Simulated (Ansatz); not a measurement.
Geometry optimisation, Ansatz, RKS PBE0-D4/def2-SVP.

Input:

```yaml
crystal:
  periodic: [false, false, false]
  atoms:
    - { symbol: B, position_ang: [-0.2834, 1.8263, 0.9672] }
    - { symbol: C, position_ang: [-0.0114, 0.3954, 1.4497] }
    - { symbol: B, position_ang: [1.1212, -0.2244, 0.5455] }
    - { symbol: P, position_ang: [0.9754, -1.8699, -0.4141] }
    - { symbol: Si, position_ang: [-0.3589, -0.9733, -1.9939] }
    - { symbol: H, position_ang: [-1.4103, 2.1517, 0.5503] }
    - { symbol: H, position_ang: [0.5275, 2.7114, 0.9964] }
    - { symbol: H, position_ang: [0.359, 0.4486, 2.503] }
    - { symbol: H, position_ang: [-0.9208, -0.2044, 1.4176] }
    - { symbol: H, position_ang: [2.35488, -2.1084, -0.42584] }
    - { symbol: H, position_ang: [-0.2532, -2.3261, 0.3859] }
    - { symbol: H, position_ang: [-1.432, -0.1926, -1.3368] }
    - { symbol: H, position_ang: [0.4103, -0.0417, -2.8185] }
    - { symbol: H, position_ang: [-0.9597, -2.0133, -2.8026] }
basis:
  gaussian: { orbitals: def2-SVP }
hamiltonian:
  xc: pbe0
  dispersion: d4
relax:
  f_tol: 0.02
  max_steps: 50
```

Run as:

```bash
$ ansatz run input.yaml --threads 2 --pin off --max-ram 3072MiB --backend cpu --events-out ev --progress --plain --runs-dir out
```

Question: Where does it end, and by what steps?

Answer: The run converged. After 38 steps the energy has fallen by 4.033 eV; H6 moved furthest, 2.96 Å. Parted: B1–C2 (1.53 → 2.82 Å). Joined: B1–B3 (2.52 → 1.67 Å).

```json
{"step": "0", "energy less start (eV)": "0.0000", "largest force component (eV/Å)": "2.658", "accepted": "yes"}
{"step": "2", "energy less start (eV)": "-1.7903", "largest force component (eV/Å)": "1.624", "accepted": "yes"}
{"step": "4", "energy less start (eV)": "-2.3899", "largest force component (eV/Å)": "1.003", "accepted": "yes"}
{"step": "6", "energy less start (eV)": "-2.7861", "largest force component (eV/Å)": "0.671", "accepted": "yes"}
{"step": "8", "energy less start (eV)": "-3.1746", "largest force component (eV/Å)": "0.865", "accepted": "yes"}
{"step": "10", "energy less start (eV)": "-3.3745", "largest force component (eV/Å)": "1.119", "accepted": "yes"}
{"step": "12", "energy less start (eV)": "-3.5848", "largest force component (eV/Å)": "0.865", "accepted": "yes"}
{"step": "14", "energy less start (eV)": "-3.6428", "largest force component (eV/Å)": "2.537", "accepted": "yes"}
{"step": "16", "energy less start (eV)": "-3.7980", "largest force component (eV/Å)": "0.579", "accepted": "yes"}
{"step": "18", "energy less start (eV)": "-3.9194", "largest force component (eV/Å)": "0.738", "accepted": "yes"}
{"step": "20", "energy less start (eV)": "-3.9910", "largest force component (eV/Å)": "0.688", "accepted": "yes"}
{"step": "22", "energy less start (eV)": "-4.0142", "largest force component (eV/Å)": "0.168", "accepted": "yes"}
{"step": "24", "energy less start (eV)": "-4.0175", "largest force component (eV/Å)": "0.112", "accepted": "yes"}
{"step": "26", "energy less start (eV)": "-4.0216", "largest force component (eV/Å)": "0.075", "accepted": "yes"}
{"step": "28", "energy less start (eV)": "-4.0233", "largest force component (eV/Å)": "0.128", "accepted": "yes"}
{"step": "30", "energy less start (eV)": "-4.0268", "largest force component (eV/Å)": "0.129", "accepted": "yes"}
{"step": "32", "energy less start (eV)": "-4.0294", "largest force component (eV/Å)": "0.071", "accepted": "yes"}
{"step": "34", "energy less start (eV)": "-4.0311", "largest force component (eV/Å)": "0.080", "accepted": "yes"}
{"step": "36", "energy less start (eV)": "-4.0317", "largest force component (eV/Å)": "0.087", "accepted": "yes"}
{"step": "38", "energy less start (eV)": "-4.0326", "largest force component (eV/Å)": "0.012", "accepted": "yes"}
```

```xyz
14
Properties=species:S:1:pos:R:3
B 0.793 1.799 0.353
C -0.322 0.010 2.233
B 0.298 0.328 0.963
P 0.478 -1.186 -0.237
Si -0.768 -1.043 -2.130
H 1.236 1.983 -0.769
H 0.718 2.790 1.050
H -0.505 0.806 2.966
H -0.656 -0.979 2.572
H 1.773 -1.454 -0.753
H 0.145 -2.470 0.272
H -2.191 -1.062 -1.692
H -0.410 0.250 -2.773
H -0.470 -2.194 -3.031
```

Whether the end is a true minimum wasn't checked by a vibrational analysis.

The run took 120 s on 2 threads of Intel(R) Xeon(R) Platinum 8488C (Sapphire Rapids), on a shared host, peak memory 0.33 GiB.
